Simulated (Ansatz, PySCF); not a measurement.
Base molecule (SMILES): NB(Br)Br. Geometries: B3LYP-D3(BJ)/def2-TZVP minima from Ansatz (a program for electronic structure), one conformer each, not searched for the lowest. Frequencies are from Ansatz or PySCF. Valence correlation only, unless marked. UHF or UKS for open shells. No spin-orbit coupling. The frozen core is the preceding noble-gas configuration, with the filled d and f shells of earlier blocks. Non-relativistic. CBS marks a two-point X^-3 extrapolation of the correlation energy; Hartree-Fock from the larger set. The bracket is a focal-point correction in the basis named. Rows marked 298 K are enthalpies with B3LYP-D3(BJ) harmonic zero-point and thermal terms.

Levels, all with Ansatz: PBE/def2-TZVPD, and a column headed coupled cluster (CCSD(T) or an MP2 limit with a CCSD(T) correction), which has limits of its own: B-N bond dissociation enthalpy, 298 K at RI-MP2/CBS(cc-pV(T+d)Z,cc-pV(Q+d)Z)+[CCSD(T)-MP2]/cc-pV(T+d)Z.

```csv
property of the base,coupled cluster,PBE
"B-N bond dissociation enthalpy, 298 K (to Br[B]Br + [NH2] (NH2)) (kcal/mol)",135.2,130.1
```

One change at a time; values at coupled cluster, with the shift from the base at coupled cluster and at PBE:
- every Br replaced by Cl, giving NB(Cl)Cl: B-N bond dissociation enthalpy, 298 K (to Cl[B]Cl + [NH2] (NH2)) 135.9 kcal/mol (+0.7; PBE +0.8).
- every Br replaced by F, giving NB(F)F: B-N bond dissociation enthalpy, 298 K (to F[B]F + [NH2] (NH2)) 137.3 kcal/mol (+2.1; PBE +1.9).
